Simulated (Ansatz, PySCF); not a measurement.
Bond stretch in O2 (anion, charge -1), doublet.

Levels of theory: UKS-BLYP = unrestricted BLYP/aug-cc-pVDZ (PySCF); UHF/aug-cc-pVDZ (PySCF); UKS-PBE = unrestricted PBE/aug-cc-pVDZ (Ansatz, an electronic-structure program).

Energies are in kJ/mol, each relative to the lowest point of its own curve near equilibrium.

```
R / Å  UKS-BLYP    UHF  UKS-PBE
-----  --------  -----  -------
1.06      331.6  258.6    311.5
1.13      167.1  105.9    151.4
1.19       82.2   36.2     70.6
1.26       27.0    2.7     20.1
1.28       17.5    0.0     12.1
1.33        3.3    3.3      1.3
1.36        0.0   10.9      0.0
1.40        0.4   26.0      3.0
```

At the longest distance, 1.40 Å, UHF lies highest above its minimum (26.0 kJ/mol) and UKS-BLYP lowest (0.4 kJ/mol).

The scan ran from 1.06 to 5.28 Å; beyond the distances shown one of the unrestricted levels run for this scan, shown here or not, changes its spin distribution in one step. Where the anion isn't bound against loss of the electron, the finite basis alone holds it.
